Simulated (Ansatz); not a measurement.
Cartesian coordinates in Å:
```
C -1.099 0.046 0.284
Nb 0.957 0.049 -0.271
O 1.699 0.863 1.002
F 1.148 1.028 -1.842
Cl 1.670 -2.127 -0.339
H -1.698 -0.459 -0.481
H -1.456 1.073 0.407
H -1.220 -0.473 1.240
```

Charge 0, multiplicity 1. Nb: def2 effective core potential.

Problem. List the CAM-B3LYP/def2-TZVPP orbital energies in eV (Ansatz). (Best estimate.)

Solution. Ansatz gave: Occupied: -2764.75, -673.94, -523.22, -278.94, -259.54, -198.53, -198.49, -198.46, -68.85, -43.80, -43.38, -42.95, -33.84, -26.89, -24.61, -21.36, -15.15, -14.62, -14.52, -13.77, -13.43, -12.89, -12.45, -11.95, -11.82, -11.46, -10.98, -10.41. Lowest empty: -1.52, -1.03, 0.26, 0.37, 0.78, 1.02, 1.34, 1.48.
